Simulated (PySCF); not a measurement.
Compound: C3H8Si2.
SMILES: `CC#C[SiH2][SiH3]`

The calculation used TDDFT CAM-B3LYP/def2-SVPD, vertical, gas phase, core orbitals frozen in the response in PySCF. Geometry: PBE0-D3(BJ)/def2-SVP; no solvent, vibrations or thermal averaging.

Computed singlets with f of 0.002 or more:

```tsv
state	ν̃ (cm⁻¹)	f
S2	48690	0.022
S4	55160	0.012
S6	58220	0.019
```

Task: Turn these into Einstein A coefficients, radiative lifetimes, transition dipoles and integrated cross-sections.

Result: For one non-degenerate pair of states in vacuum, A = 0.6670 f ν̃² s⁻¹ with ν̃ in cm⁻¹, τ = 1/A, |μ|² = 3f / (2ΔE) in atomic units, and the integrated cross-section is ∫σ dE = 109.76 f Mb·eV.

| state | A (s⁻¹) | τ | \|μ\| (D) | ∫σ dE (Mb·eV) |
| --- | --- | --- | --- | --- |
| S2 | 3.4×10⁷ | 29 ns | 0.97 | 2.4 |
| S4 | 2.4×10⁷ | 41 ns | 0.68 | 1.3 |
| S6 | 4.4×10⁷ | 23 ns | 0.84 | 2.1 |

Leading configurations: S2 H→L (36%); S4 H→L+1 (75%); S6 H→L+3 (68%) (H = HOMO, L = LUMO).

The rates are for emission to S0 at the absorption energy, with no other channel.

Task: By what factor does the largest A in the list exceed the smallest?

Result: S6 has 1.8 times the rate of S4.

Task: Which computed singlets stay under f = 0.002?

Result: S1 (5.80 eV, f 0.0007), S3 (6.06 eV, f 0.0014) and S5 (7.12 eV, f 0.0013).

Task: Suppose S2 emitted 0.3 eV lower with the same transition dipole. How would A change?

Result: At fixed |μ|, A goes as the cube of the energy: (5.74/6.04)³ = 0.86, which makes τ about 34 ns.
